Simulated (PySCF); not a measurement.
C₂H₈AlN, SMILES [Al]([CH3])([NH2])[CH3]. Atoms are numbered in the order given.

```xyz
12

Al     0.0000     0.0000     0.0250
C      1.7218     0.0000    -0.9163
H      2.5887     0.0000    -0.2350
H      1.8159     0.8834    -1.5726
H      1.8159    -0.8834    -1.5726
C     -1.7218     0.0000    -0.9163
H     -1.8159     0.8834    -1.5726
H     -2.5887     0.0000    -0.2350
H     -1.8159    -0.8834    -1.5726
N      0.0000     0.0000     1.8063
H     -0.8295     0.0000     2.3930
H      0.8295     0.0000     2.3930
```

Coordinates come from a B3LYP-D3(BJ)/def2-SVP optimisation. The structure was generated by enumeration; whether it is a known compound was not checked. The values are those of a single conformer.

These are PySCF with TDA-PBE/def2-SVPD values and carry that method's errors.

Vertical excitations. Gas-phase values at a fixed geometry. State labels are in the subgroup C2v.

### Question
List the lowest excited states. (The exact figures need the calculation; the answer reports its results.)

### Answer

```
state  symmetry  energy (eV)  λ (nm)      f                            main pairs
-----  --------  -----------  ------  -----  ------------------------------------
S1           B2         5.21     238  0.051                        HOMO→LUMO 99 %
S2           B1         5.72     217  0.071                      HOMO−1→LUMO 98 %
S3           A2         5.96     208  0.000                    HOMO−1→LUMO+1 99 %
S4           A1         6.23     199  0.091                      HOMO→LUMO+1 88 %
S5           B2         6.56     189  0.017                      HOMO→LUMO+2 99 %
S6           A2         6.62     187  0.000                     HOMO→LUMO+3 100 %
S7           A1         6.84     181  0.122                      HOMO−2→LUMO 92 %
S8           B1         6.98     178  0.053                    HOMO−1→LUMO+2 99 %
S9           A1         7.12     174  0.030                    HOMO−1→LUMO+3 98 %
S10          B2         7.15     173  0.002  HOMO→LUMO+4 73 %, HOMO−2→LUMO+1 27 %
T1           B2         4.96     250      0                        HOMO→LUMO 99 %
T2           A1         5.01     247      0                      HOMO→LUMO+1 99 %
T3           B1         5.43     228      0                      HOMO−1→LUMO 99 %
T4           A2         5.66     219      0                   HOMO−1→LUMO+1 100 %
```
Triplets are in the Tamm–Dancoff approximation.
